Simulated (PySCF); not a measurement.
Basis and Hamiltonian dependence of the excitation energy of Sn²⁺

Sn²⁺ [Kr] 4d10 5s2 (1S) → Sn²⁺ [Kr] 4d10 5s1 6s1 (3S). Calculated with PySCF 2.14 from differences of total energies of unrestricted determinants, without spin-orbit coupling. Values in eV.

```
                                                                               basis    Hamiltonian  functions     UHF  r2SCAN    PBE0  MP2 (valence)  CCSD(T) (valence)
                                                        aug-cc-pVDZ-PP with ECP28MDF            ECP         32  15.828  17.245  17.081         16.325             16.531
                   x2c-TZVPPall with one added diffuse shell each of s, p, d, f type  spin-free X2C         76  15.781  17.104  16.997         16.342             16.515
                                                      aug-cc-pwCVTZ-PP with ECP28MDF            ECP         96  15.731  17.153  16.995         16.319             16.484
                                                                     aug-cc-pVQZ-DK3  spin-free X2C        102  15.734  17.022  16.931         16.322             16.479
aug-cc-pVQZ-PP with one added diffuse shell each of s, p, d, f, g type with ECP28MDF            ECP        117  15.730  17.135  16.992         16.325                n/a
                   x2c-QZVPPall with one added diffuse shell each of s, p, d, f type  spin-free X2C        128  15.736  17.050  16.956         16.326                n/a
                                                        aug-cc-pV5Z-PP with ECP28MDF            ECP        139  15.728  17.141  16.995         16.338                n/a
```

Frozen in the all-electron rows: valence: [Kr] 4d10; with a core potential, the same shells as far as they lie outside it.
